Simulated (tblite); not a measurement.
Record of a relaxation.

C4H6FOP.
Numbering: `[CH3:1][C:2]1=[C:3]([F:4])[P@@:5]1([CH3:6])=[O:7]` (hydrogens: H8, H9, H10 on C1; H11, H12, H13 on C6)

Computed with GFN2-xTB (tblite), gas phase: L-BFGS steps from a force-field or distance-geometry start until the largest atomic force falls under 0.01 eV/Å. 14 of its 94 geometries are shown.

Step 0: E = -621.1580 eV, largest atomic force 5.204 eV/Å
```
atom  x, y, z in Å  |  force x, y, z in eV/Å
C1     -1.940   -0.117   -0.172   -1.282  -0.695  -0.226
C2     -0.518   -0.077   -0.490   -2.586  -1.816   1.210
C3      0.168    0.809   -1.188   -1.059   3.211  -3.531
F4     -0.461    1.861   -1.775    0.805   0.219  -0.907
P5      0.818    0.625    0.373    1.679  -0.210   4.921
C6      1.905   -0.776    0.430    2.083  -0.871   0.288
O7      0.537    1.307    1.670    0.515  -0.090  -1.395
H8     -2.098   -0.116    0.917    0.281  -0.131  -0.294
H9     -2.474    0.746   -0.583    0.078  -0.075  -0.110
H10    -2.405   -1.021   -0.580   -0.074   0.074   0.133
H11     1.415   -1.645    0.880   -0.102   0.380  -0.014
H12     2.269   -1.062   -0.558   -0.155   0.111   0.091
H13     2.779   -0.533    1.056   -0.183  -0.106  -0.165
```

Step 7: E = -622.2229 eV, largest atomic force 0.736 eV/Å
```
atom  x, y, z in Å  |  force x, y, z in eV/Å
C1     -2.086   -0.177   -0.196   -0.110   0.097   0.030
C2     -0.665    0.044   -0.459    0.404   0.416  -0.058
C3      0.029    1.016   -1.095    0.113  -0.301   0.222
F4     -0.321    1.932   -2.003    0.313  -0.099  -0.031
P5      0.802    0.497    0.475    0.077   0.094  -0.678
C6      2.064   -0.831    0.472   -0.221   0.154  -0.044
O7      0.683    1.350    1.650    0.286   0.143   0.589
H8     -2.129   -0.163    0.895   -0.504  -0.108  -0.052
H9     -2.558    0.709   -0.614   -0.679  -0.279   0.049
H10    -2.513   -1.100   -0.586    0.072   0.115   0.024
H11     1.462   -1.637    0.908    0.483  -0.068   0.018
H12     2.298   -1.066   -0.569    0.189  -0.038   0.366
H13     2.930   -0.576    1.104   -0.421  -0.126  -0.435
```

Step 14: E = -622.5801 eV, largest atomic force 0.422 eV/Å
```
atom  x, y, z in Å  |  force x, y, z in eV/Å
C1     -2.174   -0.149   -0.193   -0.042  -0.067   0.062
C2     -0.746    0.216   -0.363   -0.132   0.297  -0.109
C3      0.042    1.047   -1.076    0.046   0.062   0.406
F4     -0.100    1.901   -2.098    0.069  -0.352   0.222
P5      0.829    0.543    0.493   -0.220  -0.338  -0.118
C6      2.048   -0.843    0.439    0.067   0.146   0.060
O7      0.883    1.350    1.719    0.137  -0.053  -0.315
H8     -2.350   -0.214    0.878   -0.103   0.015   0.094
H9     -2.848    0.598   -0.614    0.171   0.063  -0.067
H10    -2.458   -1.114   -0.616    0.317  -0.006  -0.100
H11     1.590   -1.698    0.942   -0.022   0.100  -0.161
H12     2.377   -1.105   -0.564   -0.235   0.032   0.075
H13     2.905   -0.530    1.036   -0.053   0.101  -0.050
```

Step 21: E = -622.6708 eV, largest atomic force 0.196 eV/Å
```
atom  x, y, z in Å  |  force x, y, z in eV/Å
C1     -2.208   -0.133   -0.178    0.000  -0.077  -0.024
C2     -0.803    0.296   -0.295   -0.046   0.092  -0.010
C3      0.046    1.050   -1.014    0.059   0.079  -0.014
F4     -0.011    1.824   -2.099   -0.066  -0.142   0.061
P5      0.800    0.496    0.525    0.040   0.178   0.072
C6      2.037   -0.842    0.424    0.020  -0.032   0.010
O7      0.988    1.359    1.693    0.027   0.035   0.054
H8     -2.461   -0.234    0.875   -0.034  -0.013   0.041
H9     -2.900    0.570   -0.640    0.100   0.057  -0.082
H10    -2.331   -1.104   -0.651   -0.060  -0.102  -0.045
H11     1.624   -1.711    0.926   -0.026  -0.106   0.062
H12     2.337   -1.105   -0.581   -0.101   0.043  -0.126
H13     2.879   -0.467    0.997    0.088  -0.011  -0.001
```

Step 29: E = -622.7099 eV, largest atomic force 0.149 eV/Å
```
atom  x, y, z in Å  |  force x, y, z in eV/Å
C1     -2.194   -0.146   -0.189   -0.025   0.014   0.013
C2     -0.798    0.329   -0.204   -0.038  -0.120  -0.079
C3      0.052    1.053   -0.949   -0.032   0.009  -0.019
F4     -0.029    1.713   -2.105    0.041  -0.002   0.054
P5      0.814    0.539    0.601   -0.033   0.069   0.074
C6      2.004   -0.836    0.422    0.046   0.026  -0.017
O7      1.064    1.419    1.744    0.009  -0.019  -0.006
H8     -2.544   -0.252    0.835   -0.019  -0.005   0.022
H9     -2.828    0.566   -0.714   -0.048  -0.003  -0.041
H10    -2.281   -1.117   -0.681    0.069   0.047   0.019
H11     1.644   -1.730    0.923   -0.093   0.030   0.058
H12     2.191   -1.053   -0.622   -0.006  -0.015  -0.060
H13     2.901   -0.485    0.922    0.129  -0.031  -0.019
```

Step 36: E = -622.7177 eV, largest atomic force 0.060 eV/Å
```
atom  x, y, z in Å  |  force x, y, z in eV/Å
C1     -2.197   -0.148   -0.193    0.037  -0.011   0.003
C2     -0.796    0.318   -0.195   -0.005   0.007   0.022
C3      0.052    1.050   -0.934   -0.019  -0.009   0.005
F4     -0.021    1.702   -2.093    0.020   0.053  -0.019
P5      0.820    0.552    0.616   -0.022  -0.004   0.007
C6      2.007   -0.825    0.419   -0.010   0.006  -0.017
O7      1.071    1.429    1.760   -0.016   0.002  -0.001
H8     -2.563   -0.252    0.827    0.006   0.007  -0.030
H9     -2.827    0.558   -0.735    0.023  -0.030   0.008
H10    -2.268   -1.121   -0.683    0.009   0.014   0.025
H11     1.624   -1.701    0.935   -0.018  -0.022   0.037
H12     2.157   -1.049   -0.630   -0.019  -0.045  -0.033
H13     2.937   -0.512    0.887    0.013   0.031  -0.006
```

Step 43: E = -622.7234 eV, largest atomic force 0.100 eV/Å
```
atom  x, y, z in Å  |  force x, y, z in eV/Å
C1     -2.183   -0.160   -0.193   -0.050   0.020  -0.042
C2     -0.793    0.332   -0.188    0.029   0.002  -0.004
C3      0.051    1.077   -0.920    0.030  -0.040   0.041
F4      0.011    1.739   -2.073   -0.069   0.034  -0.021
P5      0.820    0.563    0.621    0.037  -0.053  -0.048
C6      1.993   -0.827    0.407   -0.003  -0.005   0.017
O7      1.062    1.432    1.773    0.038  -0.013   0.048
H8     -2.581   -0.250    0.816    0.084   0.032   0.028
H9     -2.808    0.523   -0.761   -0.075   0.033  -0.058
H10    -2.234   -1.142   -0.662    0.036  -0.056  -0.017
H11     1.619   -1.675    0.980    0.041   0.017   0.019
H12     2.092   -1.105   -0.639   -0.053   0.034   0.069
H13     2.948   -0.507    0.821   -0.045  -0.005  -0.033
```

Step 50: E = -622.7360 eV, largest atomic force 0.385 eV/Å
```
atom  x, y, z in Å  |  force x, y, z in eV/Å
C1     -2.136   -0.188   -0.239   -0.026   0.021   0.026
C2     -0.774    0.372   -0.193   -0.022   0.025  -0.086
C3      0.065    1.162   -0.878    0.049   0.086  -0.033
F4      0.024    1.887   -1.996   -0.025  -0.048   0.056
P5      0.825    0.586    0.648    0.009  -0.007   0.019
C6      1.926   -0.843    0.398    0.159  -0.142  -0.067
O7      1.083    1.392    1.843   -0.049  -0.024  -0.053
H8     -2.546   -0.193    0.769   -0.114  -0.019  -0.013
H9     -2.784    0.393   -0.899    0.121  -0.095   0.064
H10    -2.090   -1.222   -0.590   -0.057   0.096   0.002
H11     1.665   -1.578    1.172    0.173   0.180  -0.200
H12     1.777   -1.267   -0.601    0.112   0.116   0.348
H13     2.960   -0.499    0.549   -0.330  -0.188  -0.064
```

Step 57: E = -622.7472 eV, largest atomic force 0.054 eV/Å
```
atom  x, y, z in Å  |  force x, y, z in eV/Å
C1     -2.135   -0.186   -0.235   -0.013   0.014  -0.018
C2     -0.773    0.377   -0.197   -0.032  -0.008   0.014
C3      0.069    1.171   -0.876   -0.034  -0.003  -0.016
F4      0.018    1.895   -1.993    0.004  -0.018   0.034
P5      0.824    0.581    0.649    0.002   0.024  -0.010
C6      1.929   -0.846    0.397    0.009   0.024   0.011
O7      1.072    1.387    1.844   -0.008  -0.022  -0.009
H8     -2.566   -0.187    0.765   -0.011   0.009  -0.029
H9     -2.774    0.382   -0.908    0.010   0.039  -0.003
H10    -2.092   -1.217   -0.586   -0.006  -0.016   0.024
H11     1.693   -1.564    1.181    0.027  -0.039   0.000
H12     1.774   -1.278   -0.585    0.007  -0.033   0.012
H13     2.956   -0.514    0.525    0.045   0.029  -0.009
```

Step 64: E = -622.7522 eV, largest atomic force 0.078 eV/Å
```
atom  x, y, z in Å  |  force x, y, z in eV/Å
C1     -2.143   -0.180   -0.248   -0.036  -0.022   0.016
C2     -0.780    0.378   -0.192   -0.017  -0.026  -0.009
C3      0.059    1.181   -0.862    0.014  -0.068   0.030
F4      0.011    1.919   -1.967   -0.005   0.030  -0.036
P5      0.822    0.569    0.649    0.011  -0.047   0.003
C6      1.943   -0.851    0.399    0.020  -0.006  -0.034
O7      1.063    1.365    1.852    0.021   0.021   0.052
H8     -2.603   -0.156    0.739    0.007   0.031  -0.003
H9     -2.764    0.376   -0.949    0.043  -0.018  -0.005
H10    -2.093   -1.225   -0.561   -0.030   0.039  -0.019
H11     1.765   -1.546    1.221    0.033   0.049  -0.012
H12     1.744   -1.333   -0.552    0.015   0.014   0.008
H13     2.973   -0.497    0.452   -0.077   0.005   0.008
```

Step 72: E = -622.7586 eV, largest atomic force 0.040 eV/Å
```
atom  x, y, z in Å  |  force x, y, z in eV/Å
C1     -2.173   -0.167   -0.257    0.007   0.003  -0.009
C2     -0.790    0.341   -0.190   -0.004  -0.007  -0.007
C3      0.053    1.147   -0.853    0.007   0.008   0.016
F4     -0.012    1.916   -1.938    0.018  -0.021  -0.010
P5      0.813    0.530    0.657    0.018  -0.014   0.000
C6      1.978   -0.851    0.397    0.026  -0.014  -0.011
O7      1.055    1.325    1.861   -0.021  -0.005   0.015
H8     -2.650   -0.092    0.719    0.007  -0.003  -0.028
H9     -2.745    0.404   -0.988   -0.005  -0.005   0.015
H10    -2.170   -1.216   -0.554   -0.005   0.015   0.032
H11     1.867   -1.523    1.248   -0.008  -0.002  -0.005
H12     1.782   -1.372   -0.533   -0.009   0.029   0.015
H13     2.987   -0.441    0.414   -0.031   0.015  -0.021
```

Step 79: E = -622.7604 eV, largest atomic force 0.032 eV/Å
```
atom  x, y, z in Å  |  force x, y, z in eV/Å
C1     -2.175   -0.163   -0.267    0.015  -0.005  -0.008
C2     -0.793    0.342   -0.182    0.005  -0.003   0.010
C3      0.058    1.149   -0.833    0.001   0.007   0.004
F4      0.008    1.918   -1.919    0.008  -0.010   0.001
P5      0.807    0.517    0.676   -0.016  -0.006   0.022
C6      1.978   -0.851    0.392    0.007   0.008  -0.015
O7      1.047    1.294    1.892   -0.025   0.015  -0.003
H8     -2.682   -0.055    0.691    0.019   0.023   0.011
H9     -2.723    0.384   -1.032   -0.026   0.000  -0.011
H10    -2.171   -1.223   -0.522    0.001  -0.008   0.001
H11     1.941   -1.490    1.273    0.001  -0.015  -0.007
H12     1.728   -1.405   -0.505    0.001  -0.002  -0.004
H13     2.973   -0.416    0.319    0.009  -0.004  -0.002
```

Step 86: E = -622.7613 eV, largest atomic force 0.024 eV/Å
```
atom  x, y, z in Å  |  force x, y, z in eV/Å
C1     -2.177   -0.162   -0.267    0.006  -0.003   0.001
C2     -0.794    0.339   -0.186    0.014   0.001   0.002
C3      0.063    1.145   -0.831    0.003  -0.002  -0.009
F4      0.021    1.908   -1.920    0.003   0.007  -0.004
P5      0.799    0.511    0.684   -0.002  -0.008  -0.007
C6      1.980   -0.849    0.390    0.004  -0.002   0.004
O7      1.029    1.291    1.900   -0.004  -0.014  -0.008
H8     -2.676   -0.037    0.693   -0.013  -0.003   0.010
H9     -2.728    0.381   -1.034   -0.007   0.005  -0.012
H10    -2.180   -1.224   -0.513   -0.001  -0.002   0.014
H11     1.955   -1.496    1.264   -0.002  -0.003   0.006
H12     1.731   -1.402   -0.509   -0.008   0.023  -0.001
H13     2.971   -0.406    0.312    0.006   0.001   0.002
```

Step 93: E = -622.7616 eV, largest atomic force 0.009 eV/Å
```
atom  x, y, z in Å  |  force x, y, z in eV/Å
C1     -2.178   -0.161   -0.265   -0.003   0.000   0.001
C2     -0.793    0.335   -0.191   -0.001   0.001   0.000
C3      0.066    1.139   -0.837   -0.003   0.001   0.002
F4      0.026    1.904   -1.926   -0.002   0.000   0.001
P5      0.798    0.509    0.682    0.004   0.003  -0.003
C6      1.982   -0.847    0.390   -0.002  -0.001   0.007
O7      1.021    1.290    1.898    0.002  -0.003   0.003
H8     -2.671   -0.036    0.699   -0.001   0.005  -0.001
H9     -2.733    0.384   -1.027    0.003  -0.006  -0.004
H10    -2.186   -1.223   -0.509    0.003   0.001   0.004
H11     1.946   -1.506    1.256   -0.001   0.002  -0.005
H12     1.742   -1.385   -0.519    0.006  -0.002  -0.006
H13     2.976   -0.404    0.330   -0.004  -0.002   0.001
```

**Question.** Summarise the path.

**Answer.** The energy falls by 36.98 kcal/mol from step 0 to step 93; nine tenths of that is first reached at step 15. It rises by more than 0.2 meV at step 50. The largest force goes from 5.204 to 0.009 eV/Å. Among the bonds C3–P5 changes most, from 1.701 to 1.799 Å; the atoms move by 0.526 Å rms after alignment.

The cost below is that of the whole relaxation. On an Arm Neoverse V1 with one thread, no GPU, shared host, this took 0.51 s wall.
